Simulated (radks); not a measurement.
Values are calculated unless marked as measured or tabulated.
Q: Spherical quantum dot in the effective-mass picture: electrons in a parabolic well V = omega^2 r^2 / 2 with omega = 0.865, with a point charge +1 (a donor) at the centre, all in effective atomic units (hartree* = m*/eps^2 hartree, bohr* = eps/m* bohr), one dielectric constant everywhere. Level of theory: non-relativistic Kohn-Sham, r2SCAN, spin-polarised, spherical densities, generalised Kohn-Sham scheme (a radial shooting solver with Libxc functionals). Levels are named by radial order and angular momentum (1s, 1p, 1d, 2s, ...), and open shells are averaged over m. Results are scaled to m* = 0.585 and eps = 8.8, for which hartree* = 205.6 meV and bohr* = 0.796 nm. At N = 32 the configuration is 1s2 1p6 1d10 2s2 1f(up 7, down 5). Does electron 33 go into 1f down or 2p up or 2p down?

A: Into 1f down. The total energies of the other choices lie higher by 12.2 meV (2p up), 14.9 meV (2p down).
